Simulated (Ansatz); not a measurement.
Coupled-cluster run, `C=C[CH2][SnH]([CH3])[O]C`.

```yaml
crystal:
  periodic: [false, false, false]
  atoms:
    - {symbol: C, position_ang: [-1.860169, -0.010067, -1.883769]}
    - {symbol: C, position_ang: [-1.755750, -0.717792, -0.763817]}
    - {symbol: C, position_ang: [-0.552150, -1.456301, -0.318564]}
    - {symbol: Sn, position_ang: [0.571160, -0.273051, 1.104614]}
    - {symbol: C, position_ang: [-0.644508, 0.872369, 2.418031]}
    - {symbol: O, position_ang: [1.504209, 1.110514, 0.048851]}
    - {symbol: C, position_ang: [2.434191, 0.734886, -0.926109]}
    - {symbol: H, position_ang: [-1.040308, 0.056295, -2.592256]}
    - {symbol: H, position_ang: [-2.767253, 0.529308, -2.127235]}
    - {symbol: H, position_ang: [-2.607399, -0.740409, -0.085593]}
    - {symbol: H, position_ang: [-0.802257, -2.402578, 0.166357]}
    - {symbol: H, position_ang: [0.130127, -1.664385, -1.145914]}
    - {symbol: H, position_ang: [1.795903, -1.208396, 1.870070]}
    - {symbol: H, position_ang: [-1.374474, 1.426483, 1.827967]}
    - {symbol: H, position_ang: [-0.018729, 1.576039, 2.966531]}
    - {symbol: H, position_ang: [-1.166054, 0.227609, 3.126028]}
    - {symbol: H, position_ang: [2.880679, 1.639326, -1.352465]}
    - {symbol: H, position_ang: [1.977496, 0.173756, -1.755482]}
    - {symbol: H, position_ang: [3.253688, 0.121995, -0.520748]}
basis:
  gaussian: {orbitals: def2-SVP}
correlation: {method: ccsd_t}
```

```sh
$ ansatz run in.yaml --threads 3 --pin off --events-out ev --progress --plain --backend cuda
```

Log, shortened:

```
Functional definition: HF
1822 factors; integrals over basis functions are off by at most 1.4e-3 eV
mean field evaluation 1: about -13172.8688 eV, gradient 4.5e1 eV
mean field evaluation 2: about -13172.8856 eV, gradient 4.5e1 eV
mean field evaluation 4: about -13178.1217 eV, gradient 5.5e0 eV
mean field evaluation 8: about -13178.2097 eV, gradient 2.7e-1 eV
mean field evaluation 16: about -13178.1868 eV, gradient 1.6e0 eV
mean field -13178.21015527 eV, -484.2902906946 hartree, gradient 3.3e-6 eV, S^2 0.000000; 0 other end points of the search recorded, 0 dependent functions left out
10 core orbitals not correlated: weight in the atoms' cores, before any rotation towards them, 1.000 or more for the frozen orbitals, at most 0.000 for the correlated occupied ones
reference -13178.21015527 eV, -484.2902906946 hartree; 26, 26 occupied and 134, 134 virtual orbitals, 1822 factors
second order -27.26908117 eV of doubles, -0.00000000 eV of singles
cycle   1  -28.49925604 eV  change    -1.2e0 eV  update   1.2e-1
cycle   2  -29.27366125 eV  change   -7.7e-1 eV  update   3.8e-2
cycle   3  -29.46261026 eV  change   -1.9e-1 eV  update   2.0e-2
cycle   4  -29.46540087 eV  change   -2.8e-3 eV  update   5.1e-3
cycle   5  -29.46494449 eV  change    4.6e-4 eV  update   2.2e-3
cycle   6  -29.46531749 eV  change   -3.7e-4 eV  update   6.7e-4
cycle   7  -29.46516069 eV  change    1.6e-4 eV  update   2.8e-4
cycle   8  -29.46510940 eV  change    5.1e-5 eV  update   9.9e-5
cycle   9  -29.46511849 eV  change   -9.1e-6 eV  update   4.1e-5
perturbative correction -0.91999110 eV, -0.0338090494 hartree
Total energy: -13208.59526486 eV, -485.4069228764 hartree
```

Run time 2.8 s (3 threads of an AMD EPYC 7R13 on a shared host and a share of an NVIDIA H100 80 GB); peak host memory 0.8 GiB.

MP2 recovers 89.7 % of the CCSD(T) correlation energy and the triples give 3.0 %; T1 = 0.0105.
